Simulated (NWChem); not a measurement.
PbICl, singlet; SMILES [Cl][Pb][I]

Results from NWChem. Low-valent species are run as closed-shell singlets; no triplet was tried in these runs. def2 effective core potentials on I, Pb; no spin-orbit coupling. The level has its own optimisation; frequencies are unscaled.

Q: What does the run give for PBE-D3(BJ)/def2-SVP? Quantities: r Cl–Pb (Å); r I–Pb (Å); highest harmonic frequency (cm⁻¹); lowest (cm⁻¹); zero-point energy (kcal/mol).

A: 
```json
{
  "r Cl–Pb (Å)": "2.505",
  "r I–Pb (Å)": "2.853",
  "highest harmonic frequency (cm⁻¹)": "314",
  "lowest (cm⁻¹)": "70",
  "zero-point energy (kcal/mol)": "0.8"
}
```
